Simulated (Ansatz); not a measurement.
**Two structures, one formula**

Two relaxed structures of GeNH$_{4}$ (charge -1), singlet (PBE0-D4/def2-TZVPD; forces vanish, vibrations not checked).

A:

```
atom    x (Å)    y (Å)    z (Å)
  N1   0.8174  -1.1692   0.5076
 Ge2  -0.1181   0.4850  -0.0041
  H3   0.4601  -1.4569   1.4132
  H4  -1.4241  -0.1715  -0.7415
  H5   0.6457   0.6453  -1.4204
  H6   0.5932  -1.9289  -0.1275
```

B:

N1  (0.436, -1.346, 0.495)
Ge2  (-0.190, 0.178, -0.182)
H3  (1.194, -1.118, 1.141)
H4  (-1.360, -0.124, -1.183)
H5  (0.761, 1.128, -1.048)
H6  (-0.841, 1.281, 0.777)
(Å)

Program: Ansatz 0.2.0. Basis: def2-TZVPPD. Cores are frozen in the correlated methods. Filled d shells of the heavier atoms are correlated. The def2 sets are not built for correlating such inner shells, so the correlated values are less sure here. B3LYP uses VWN-RPA correlation.

Question: Which structure is lower at CCSD(T), and by how much? (Judge from chemistry; the value comes from the calculation.)

Answer: By the calculation: A, by 72.2 kJ/mol (electronic energy, against the other). By their contacts, A is GeNH₄ ([NH2][GeH2]), total charge -1 and B is GeNH₄ ([NH][GeH3]), total charge -1.

All methods give the same order:

| method | E(B) − E(A) (kJ/mol) |
| --- | --- |
| PBE-D4 | 79.6 |
| r2SCAN-D4 | 77.2 |
| PBE0-D4 | 83.1 |
| B3LYP-D4 | 85.0 |
| wB97M-V | 87.4 |
| HF | 88.4 |
| MP2 | 61.9 |
| CCSD | 76.7 |
| CCSD(T) | 72.2 |

The T1 diagnostic stays at or below 0.015.

Labels in which every atom is bracketed show which atoms are joined, not bond orders.

For scale, one of the runs: CCSD(T)/def2-TZVPPD, 159 basis functions, launched by `ansatz run in.yaml --threads 2 --pin off --events-out ev --progress --plain --max-ram 4352MiB`. Hardware: 2 CPU threads of an Intel Xeon Platinum 8488C, shared host. Wall time 16 s; peak host memory 1.2 GiB.
